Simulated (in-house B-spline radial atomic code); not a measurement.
PBE0 excitations of N IV (N3+)

Method: PBE0. Computed with a B-spline radial code for spherical atoms: linear response of the closed shell [He] 2s2 with the functional's adiabatic kernel; scalar-relativistic (spin-free one-electron X2C), finite nucleus, no spin-orbit coupling, no double excitations, S, P, D and F terms only.

Command:
```bash
python run_td.py task.json out
```
Settings (radii: box in bohr, nucleus in fm):
```
Z                        7
electrons                4
configuration            [He] 2s2
hamiltonian              x2c
method                   pbe0
box_radius               23.08
rms_radius               2.5582
intervals                74
```

Time taken, with all properties: 0.2 s on 1 thread of Intel(R) Xeon(R) 6975P-C (Granite Rapids) (shared host).

The lowest states, in the order of their Tamm-Dancoff energies; the method's threshold (minus the highest occupied level) is 70.18 eV. Labels give the largest channel, * marks a mixed state, and oscillator strengths are full-response dipole values. Semilocal kernels can invert the small singlet-triplet splittings of Rydberg terms. Energies in eV:

| state | full response | Tamm-Dancoff | oscillator strength |
| --- | --- | --- | --- |
| 2s → 2p 3P | 6.215 | 7.289 | - |
| 2s → 2p 1P | 15.142 | 15.956 | 0.599 |
| 2s → 3s 3S | ? | ? | - |
| 2s → 3s 1S | 46.60 | 46.62 | - |
| 2s → 3p 3P | 48.09 | 48.10 | - |
| 2s → 3p 1P | 48.55 | 48.56 | 0.312 |
| 2s → 3d 3D | 49.74 | 49.77 | - |
| 2s → 3d 1D | 50.70 | 50.70 | - |
| 2s → 4s 3S | ? | ? | - |
| 2s → 4s 1S | 58.45 | 58.46 | - |

**Question.** Where does 2s → 3s 3S lie?

**Answer.** At 45.09 eV in full response, 45.11 eV in Tamm-Dancoff.

**Question.** Where does 2s → 4s 3S lie?

**Answer.** At 58.06 eV in full response, 58.06 eV in Tamm-Dancoff.

**Question.** How large is the singlet-triplet splitting of 2s → 2p (P terms) in Tamm-Dancoff?

**Answer.** 8.67 eV, from the unrounded values.

**Question.** What polarisabilities and dispersion coefficient does the method give?

**Answer.** Dipole 2.119 bohr³, quadrupole 1.452 bohr⁵, C6 2.101 hartree·bohr⁶ for two such species.
